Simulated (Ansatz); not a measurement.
This Ansatz (a program for electronic structure) input (CCSD(T)/cc-pVTZ) gives -80.05062 Eh with 74 basis functions.

Ansatz 0.2 input:
```yaml
crystal:
  periodic: [false, false, false]
  atoms:
    - {symbol: B, position_ang: [0.03154051, 0.00000000, -0.86289106]}
    - {symbol: N, position_ang: [-0.04724772, 0.00000000, 0.41798935]}
    - {symbol: H, position_ang: [0.17303150, 0.00000000, 1.38852984]}
basis:
  gaussian:
    orbitals: cc-pVTZ
total_charge: -1
magnetization: {spin_polarized: false}
correlation: {method: ccsd_t, frozen_orbitals: {B: 0, H: 0, N: 0}}
```

Change:
```diff
- orbitals: cc-pVTZ
+ orbitals: cc-pVQZ
```

**Question.** What does the run give now?

**Answer.** -80.10946 Eh (CCSD(T)/cc-pVQZ, 140 functions), a change of -58.84 mEh.
